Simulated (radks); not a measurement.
Question: Cl IV, 14 electrons, occupied as [Ne] 3s2 3p2 (the NIST ground configuration). Calculated with a radial shooting solver on a logarithmic mesh with Libxc functionals: non-relativistic Kohn-Sham, Slater X-alpha with alpha = 0.817, spin-polarised, spherical densities, point nucleus; open shells are filled with parallel spins first. Some entries of the table are withheld. Estimate them.

orbital,occ.,eigenvalue (hartree),<r> (bohr)
1s up,1,-103.1000,0.09135
1s down,1,-103.0758,0.09134
2s up,1,-11.09820,(1)
2s down,1,-11.06934,(2)
2p up,3,-8.96594,0.4028
2p down,3,-8.93101,0.4021
3s up,1,-2.27300,1.378
3s down,1,-2.10315,1.387
3p up,2,-1.77076,1.480
3p down,0,-1.60649,1.502

Answer: 
(1) 2s up <r> (bohr): 0.4438
(2) 2s down <r> (bohr): 0.4430
